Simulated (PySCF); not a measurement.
B3LYP has the VWN-RPA correlation part, as in Gaussian. Delta-SCF ions had no search for a lower state. Excitations are Tamm–Dancoff values on a coarser integration grid. The basis has no diffuse functions, so Rydberg states are missing or too high.

**C2H5NSi, SMILES `C[SiH]=C=N` (charge 0, multiplicity 1)**

Calculation: B3LYP-D3(BJ)/def2-TZVP in PySCF 2.14.0.

- HOMO = -5.50 eV
- dipole moment = 1.94 D
- LUMO = -1.77 eV
- HOMO–LUMO gap = 3.73 eV
- S1 excitation (TDA) = 2.99 eV
- S1 oscillator strength = 0.005
- brightest of the four lowest singlets (TDA) = 4.64 eV
- T1 excitation (TDA) = 1.67 eV
- S1–T1 gap (TDA) = 1.32 eV
- vertical ionisation energy (Delta-SCF) = 7.72 eV
- total energy = -423.4906 Ha
- cost = roughly 40 core-seconds

```xyz
9

C     -1.5027    -0.1760    -0.2773
Si    -0.1698     0.4030     0.9460
C      1.4291    -0.0835     0.2826
N      2.5066    -0.6192     0.2169
H     -1.5108     0.4065    -1.1983
H     -1.3509    -1.2275    -0.5261
H     -2.4832    -0.0884     0.1937
H     -0.0503     1.8884     0.9408
H      3.1319    -0.5033    -0.5783
```
Charge 0, spin multiplicity 1.
